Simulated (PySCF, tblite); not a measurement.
A set of runs on `C=CO/C=C\[C](F)C(F)F` [radical]; the geometry of each is named by its level. Settings lines and outputs come from a driver script.

Species: C6H6F3O (doublet state).
Numbering: `[CH2:1]=[CH:2][O:3]/[CH:4]=[CH:5]\[C:6]([F:7])[CH:8]([F:9])[F:10]` (hydrogens: H11, H12 on C1; H13 on C2; H14 on C4; H15 on C5; H16 on C8)

Step 1: GFN2-xTB geometry optimisation, gas phase (tblite 0.8.0) (from a force-field or distance-geometry start)
```json
{"job": {"kind": "relax", "xc": "GFN2-xTB", "basis": "xTB"}, "charge": 0, "multiplicity": 2}
```
```
step      E/eV     max force
  0    -925.41198    3.483
  1    -925.80187    2.101
  2    -925.94653    1.276
...
155    -927.08471    0.022
156    -927.08477    0.025
157    -927.08482    0.011
158    -927.08484    0.014
159    -927.08486    0.008
```

Energy lowered by 38.6 kcal/mol over 159 steps; largest atomic force 0.008 eV/Å at the end. «max force» is the largest atomic force in eV/Å.

Step 2: GFN2-xTB harmonic vibrations, gas phase (tblite 0.8.0) (on the GFN2-xTB geometry)
```json
{"job": {"kind": "ir", "xc": "GFN2-xTB", "basis": "xTB"}, "charge": 0, "multiplicity": 2}
```
```
(table of modes left out)
```

42 modes from 35 to 3181 cm⁻¹ (unscaled, harmonic); zero-point energy 66.5 kcal/mol; all wavenumbers are real at this level.

Step 3: UKS B3LYP, pcH-1 on C F H O, non-relativistic, mean-field spin-orbit, GIAO (PySCF 2.14.0) (on the GFN2-xTB geometry)
```json
{"job": {"kind": "epr", "basis": "pcH-1"}, "charge": 0, "multiplicity": 2}
```
```
...
E = -606.93495419 Eh   <S^2> = 0.7727 (exact 0.7500)
g shifts (ppm)      1          2          3
  rmc          -222       -222       -222
  gc             11         68         52
  oz_so         -98       1184       2819
  total        -310       1030       2649
hyperfine (MHz)  atom isotope    a_iso     a_fc   dipolar eigenvalues
    0   13C       5.35       5.35     -5.87     -5.07     10.94
    1   13C      -6.55      -6.55     -5.76      1.46      4.30
    2   17O     -12.48     -12.48    -38.98     18.53     20.46
    3   13C      48.01      48.01    -45.74    -43.53     89.27
    4   13C     -44.27     -44.27    -26.01     10.02     16.00
    5   13C      61.14      61.14    -52.87    -49.95    102.82
    6   19F      92.60      92.60   -171.32   -139.29    310.61
    7   13C     -22.62     -22.62     -2.29      0.19      2.10
    8   19F      99.50      99.50    -44.97    -41.72     86.69
    9   19F     104.32     104.32    -46.27    -42.98     89.25
   10    1H      -4.62      -4.62     -1.04     -0.96      2.01
   11    1H      -5.13      -5.13     -3.09     -0.51      3.60
   12    1H       1.29       1.29     -2.62     -2.41      5.03
   13    1H     -37.79     -37.79    -21.38     -0.76     22.13
   14    1H       8.76       8.76     -4.92     -1.53      6.45
...
```

⟨S²⟩ 0.773; g_iso 2.0034. rmc, gc and oz_so are the mass-correction, gauge-correction and orbital-Zeeman/spin–orbit parts of the g shift along its three principal axes; a_iso is the isotropic hyperfine coupling and a_fc its Fermi-contact part. The log counts atoms from 0, this text from 1.

Problem. Which step took the most CPU time, and about what did each take on one thread of an Arm Neoverse V1, on a shared host?

Solution. Step 3, about 98 % of the total. CPU time by step: 1: 1.1 s, 2: 0.54 s, 3: 1.7 min.

Geometry of the electronic-property runs (GFN2-xTB):
```
atom  x, y, z in Å
C1     3.3362    1.1403   -0.1788
C2     2.5867    0.1678    0.3284
O3     1.2428    0.1893    0.2169
C4     0.5138   -0.8003    0.7385
C5    -0.8630   -0.8238    0.6270
C6    -1.6584    0.1057    0.0035
F7    -1.1474    1.2042   -0.5964
C8    -3.1417    0.0094   -0.0877
F9    -3.7193   -0.0620    1.1453
F10   -3.5342   -1.1341   -0.7197
H11    2.8868    1.9716   -0.6903
H12    4.4047    1.1164   -0.0888
H13    3.0091   -0.6862    0.8507
H14    1.0367   -1.5961    1.2555
H15   -1.3801   -1.6576    1.0749
H16   -3.5801    0.8644   -0.6229
```

 (This holds for the electronic-property runs.)

One conformer stands for the species.
